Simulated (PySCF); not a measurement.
ClH2NS2W, SMILES [NH2][W](=[S])(=[S])[Cl], multiplicity 1.

Geometry: PBE-D3(BJ)/def2-SVP. The spin state was assumed, not searched. The structure was generated by enumeration; whether it is a known compound was not checked. The def2 effective core potentials stand for the cores of W; spin–orbit coupling is left out. The values are those of a single conformer.

Two levels are set side by side: PBE/def2-TZVP (PySCF) and HF/def2-TZVP (PySCF). Same geometry, gas phase. Differences are taken from unrounded values.

| quantity | PBE |
|---|---|
| orbital gap (eV) | 2.59 |
| highest occupied level (eV) | -6.25 |
| lowest empty level (eV) | -3.66 |
| dipole moment (D) | 3.62 |
| mean polarisability (bohr³) | 104.0 |

**Question.** These are the PBE values. What does HF give? (The exact figures need the calculation; the answer reports its results.)

**Answer.** 
| quantity | HF | PBE minus HF |
|---|---|---|
| orbital gap (eV) | 9.85 | -7.27 |
| highest occupied level (eV) | -9.75 | 3.50 |
| lowest empty level (eV) | 0.10 | -3.76 |
| dipole moment (D) | 3.77 | -0.15 |
| mean polarisability (bohr³) | 98.7 | 5.3 |

Without exact exchange PBE keeps part of each electron's self-repulsion, which lifts occupied levels and narrows the gap. Loosely held outer electrons make PBE densities more polarisable. Differences between two approximate levels are no errors against the true value.

Rough cost on one machine, each run with all the roots and properties that it gave: HF against PBE about 1/2.
